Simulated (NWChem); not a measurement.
# C₂H₂BrF; SMILES F/C=C\Br

```xyz
6

F     -0.7946     2.0564     0.0000
C      0.4910     1.7576     0.0000
C      0.9598     0.5128     0.0000
Br    -0.1412    -0.9946     0.0000
H      1.1486     2.6324     0.0000
H      2.0333     0.3231     0.0000
```
Atoms are numbered in this order, from 1.

Level: PBE0/def2-SVP (NWChem), optimised geometry, unscaled harmonic frequencies. This build's default masses of Se (78.918 u) and Br (79.917 u) are each other's, which moves their modes by up to 0.6 %.

```tsv
frequency (cm⁻¹)	IR intensity (km/mol)
167	1.1
439	12.9
589	17.6
752	42.2
771	3.5
908	0.1
1090	62.3
1266	62.3
1343	27.6
1755	77.0
3222	4.4
3267	8.3
```

zero-point energy: 22.2 kcal/mol
thermal correction to the enthalpy at 298.15 K (with zero-point energy): 25.5 kcal/mol
heat capacity Cv: 12.8 cal/(mol K)
entropy at 298.15 K and 1 atm (symmetry number 1): 70.7 cal/(mol K)
dipole moment: 1.97 D

Rigid rotor and harmonic oscillator.
